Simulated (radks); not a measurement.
The numbers below are computed, except where a source is named.
Task: All-electron atom: Fe2+ in [Ar] 3d6. Level of theory: Dirac Kohn-Sham, PBEsol, spin-unpolarised, spherical densities, finite nucleus; open shells are shared between the two j in proportion to 2j + 1; Fermi nuclear charge, rms radius 3.7377 fm (a radial shooting solver on a logarithmic mesh with Libxc functionals). Some entries of the table are withheld. Estimate them.

| orbital | occ. | eigenvalue (eV) | <r> (bohr) | <r^2> (bohr^2) |
|---|---|---|---|---|
| 1s1/2 | 2 | (1) | 0.05849 | 0.004601 |
| 2s1/2 | 2 | -836.7176 | 0.2670 | 0.08422 |
| 2p1/2 | 2 | -724.2712 | 0.2335 | 0.06715 |
| 2p3/2 | 4 | -711.8060 | 0.2366 | 0.06877 |
| 3s1/2 | 2 | (2) | 0.8120 | 0.7616 |
| 3p1/2 | 2 | -79.3666 | (3) | 0.8569 |
| 3p3/2 | 4 | -77.8275 | (4) | 0.8758 |
| 3d3/2 | 2.4 | -25.7788 | 1.076 | (5) |
| 3d5/2 | 3.6 | -25.6207 | 1.081 | (6) |

Result: 
(1) 1s1/2 eigenvalue (eV): -7008.739
(2) 3s1/2 eigenvalue (eV): -112.1489
(3) 3p1/2 <r> (bohr): 0.8523
(4) 3p3/2 <r> (bohr): 0.8617
(5) 3d3/2 <r^2> (bohr^2): 1.502
(6) 3d5/2 <r^2> (bohr^2): 1.516
